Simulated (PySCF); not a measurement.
**Name the molecule from its bond curve**

A diatomic of charge 0 contains Ce. Its triplet curve at r²SCAN in a double-zeta basis (spin-free X2C with a Gaussian nucleus, PySCF), in eV from the separated fragments:

R (Å), E (eV) and a bar:
```
    1.613     -3.902 ########################
    1.688     -4.643 ###########
    1.763     -5.061 ####
    1.820     -5.215 #
    1.876     -5.263 
    1.932     -5.225 #
    2.007     -5.072 ###
    2.101     -4.759 #########
    2.214     -4.277 #################
    2.364     -3.555 ##############################
```

The fit gives ωe = 811 cm⁻¹ and the rotational constant Bₑ = 0.4328 cm⁻¹.

Task: Which atom is the partner?

Result: The minimum lies at 1.877 Å, so the reduced mass is 16.8576 u Å² cm⁻¹/(Bₑ·Re²) = 11.06 u. With Ce at 139.91 u the partner weighs about 12.0 u: C. The molecule is CeC.

Spin–orbit coupling is left out. The state is the lowest single determinant that the PBE0 search found; with open d or f shells the true ground state can be another one.
